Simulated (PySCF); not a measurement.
**Working out the ionisation energy of Xe⁺**

Xe⁺ [Kr] 4d10 5s2 5p5 (2P) → Xe²⁺ [Kr] 4d10 5s2 5p4 (3P). Calculation: PySCF 2.14, in cc-pVDZ-PP with ECP28MDF (4s3p2d, 23 functions); a scalar-relativistic core potential. Frozen: 4s2 4p6 4d10. Energies in hartree (1 hartree = 27.21139 eV):

```
            part  Xe⁺ (lower)  Xe²⁺ (upper)
             UHF  -327.864945   -327.124456
CCSD correlation    -0.090579     -0.073883
             (T)    -0.000722     -0.000647
```

Task: What does Hartree-Fock give?

Result: (-327.124456) − (-327.864945) = 0.740489 hartree = 20.150 eV.

Task: What do CCSD and CCSD(T) give?

Result: The CCSD correlation energies differ by 0.016696 hartree = 0.454 eV and the triples by 0.000075 hartree = 0.002 eV, so CCSD gives 20.604 eV and CCSD(T) 20.606 eV.

Reference: 20.975 eV (semi-empirical (NIST evaluation); NIST Atomic Spectra Database, ionization energies), between the lowest levels; spin-orbit coupling is absent from the calculation.

A double-zeta basis recovers only part of the correlation energy.

What remains against the reference includes basis incompleteness, the frozen core and higher excitations.
